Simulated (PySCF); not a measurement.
**Excitation energy of I by level of theory**

I [Kr] 4d10 5s2 5p5 (2P) → I [Kr] 4d10 5s1 5p5 6s1 (4P), as a difference of total energies. Calculation: PySCF 2.14, in aug-cc-pVTZ-PP with one added diffuse shell each of d, f type with ECP28MDF (6s5p5d3f, 67 functions); a scalar-relativistic core potential. Correlated levels: valence: 4s2 4p6 4d10 frozen. The calculations carry no spin-orbit coupling.

```csv
method,excitation energy (cm⁻¹)
UHF,148890
LDA,145480
PBE,143370
PBE0,146600
r2SCAN,146370
TPSS,145070
PW91,143860
B97-3,147440
BP86,143880
MP2 (valence),139490
SCS-MP2 (valence),138410
```

The upper state lies above the first ionisation limit, where it may autoionise and the basis confines it. A Rydberg-like electron needs more diffuse functions than a valence basis has.

The promoted electron is Rydberg-like, and one or two diffuse shells describe it only roughly, which tends to raise the upper state.
